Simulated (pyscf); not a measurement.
Insertion: `[CH3][SnH3]` + `[GeH2]` [singlet] -> `[CH3][GeH2][SnH3]`

Gas phase, singlet surface, charge 0. Bonds broken: C1–Sn2. Bonds formed: C1–Ge9, Sn2–Ge9. Optimised with ωB97X-D3(BJ)/def2-SVP in PySCF.

Transition state (Å):

```xyz
11

C      1.1108     0.9953     0.4517
Sn    -0.8971     2.0594    -0.6614
H      0.3831     0.6553     1.2149
H      1.2430     0.4685    -0.5139
H      2.1007     0.9966     0.9440
H     -1.2258     3.0259     0.7100
H     -2.4605     1.8982    -1.4234
H      0.0700     2.7495    -1.8908
Ge    -0.5426    -0.6124    -0.1968
H     -1.0094    -1.4600     1.0240
H      0.0664    -1.6938    -1.1382
```

One imaginary mode, 662i cm⁻¹; descent along it reached the two sides named, in the forms told below.

```json
[
 {"bond": "C1–Sn2", "change": "breaks", "reactant side (Å)": "2.152", "saddle": "2.530", "product side": "3.7"},
 {"bond": "C1–Ge9", "change": "forms", "reactant side (Å)": "2.9", "saddle": "2.396", "product side": "1.958"},
 {"bond": "Sn2–Ge9", "change": "forms", "reactant side (Å)": "4.9", "saddle": "2.7", "product side": "2.569"}
]
```

Electronic energies relative to the separated reactants (kcal/mol):

| level | barrier | reaction energy | reverse barrier |
|---|---|---|---|
| ωB97X-D3(BJ)/def2-TZVP | 35.3 | -58.1 | 93.4 |
| PBE/def2-TZVP | 32.5 | -50.9 | 83.3 |
| r²SCAN/def2-TZVP | 33.0 | -55.3 | 88.4 |
| B3LYP-D3(BJ)/def2-TZVP | 39.1 | -49.1 | 88.2 |
| PBE0-D3(BJ)/def2-TZVP | 34.1 | -55.1 | 89.1 |
| M06-2X/def2-TZVP | 38.2 | -48.9 | 87.1 |
| ωB97M-D3(BJ)/def2-TZVP | 41.8 | -48.4 | 90.2 |
| HF/def2-TZVP | 58.3 | -44.3 | 102.6 |

With ωB97M-D3(BJ)/def2-TZVP energies and thermal terms (ideal gas, 1 atm, RRHO with modes under 100 cm⁻¹ raised to 100, one conformer, R ln 2 for chiral ones without a mode under 150 cm⁻¹), in kcal/mol:

```
T (K)   ΔH‡   ΔG‡     ΔH     ΔG
-----  ----  ----  -----  -----
298    41.7  52.0  -45.6  -35.5
600    42.3  62.3  -44.9  -25.5
900    43.0  72.1  -44.0  -15.9
1200   43.7  81.7  -43.0   -6.7
```

On the reactant side the descent ends in a complex (not fully relaxed), 5.6 kcal/mol under the separated species and 40.9 kcal/mol under the saddle at ωB97X-D3(BJ)/def2-TZVP. From the product side, H₃C–GeH₂• + SnH₃• lies, by one bond made or cut, 26.0 kcal/mol under this saddle at ωB97M-D3(BJ)/def2-TZVP. This is the saddle that the search found; another between the same sides may lie lower. Elements up to Kr have no core potential and no relativistic terms here. Elements past Kr carry the def2 core potentials, without spin-orbit coupling.
